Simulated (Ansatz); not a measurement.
`C1=N[SiH2]C[SiH2]1`. The species carries charge 0 and has multiplicity 1. All single points use the PBE0-D4/def2-TZVP geometry.

```xyz
12

C    -0.077    1.156    1.201
N     0.218    0.051    1.759
Si    0.356   -1.334    0.674
C    -0.004   -0.643   -1.044
Si   -0.327    1.171   -0.695
H    -0.175    2.049    1.835
H     1.727   -1.892    0.794
H    -0.627   -2.364    1.097
H    -0.874   -1.123   -1.497
H     0.845   -0.776   -1.717
H    -1.703    1.614   -1.051
H     0.642    2.089   -1.356
```

(1) What is the dipole moment at PBE/def2-TZVPP? (Estimate.)

(2) And with r2SCAN, B3LYP, ωB97M-V? (Estimate.)

(3) Give the Mulliken charges with PBE, ωB97M-V, B3LYP in def2-TZVPP. (Estimate.)

Results:

(1) Computed: 1.71 D, with components (-0.25, 0.19, -1.68) D in this frame, pointing from negative to positive charge.

(2) Ansatz gave: r2SCAN 1.80 D, B3LYP 1.86 D, ωB97M-V 1.92 D.

(3) The calculation gave: 
| atom | PBE | ωB97M-V | B3LYP |
| --- | --- | --- | --- |
| C1 | -0.05 | -0.09 | -0.09 |
| N2 | -0.21 | -0.29 | -0.27 |
| Si3 | 0.35 | 0.37 | 0.44 |
| C4 | -0.33 | -0.48 | -0.40 |
| Si5 | 0.19 | 0.22 | 0.29 |
| H6 | 0.07 | 0.10 | 0.09 |
| H7 | -0.07 | -0.04 | -0.08 |
| H8 | -0.07 | -0.04 | -0.08 |
| H9 | 0.11 | 0.14 | 0.12 |
| H10 | 0.11 | 0.14 | 0.12 |
| H11 | -0.06 | -0.02 | -0.07 |
| H12 | -0.06 | -0.02 | -0.07 |

B3LYP here is the variant with VWN-RPA as its local correlation; programs differ in this.
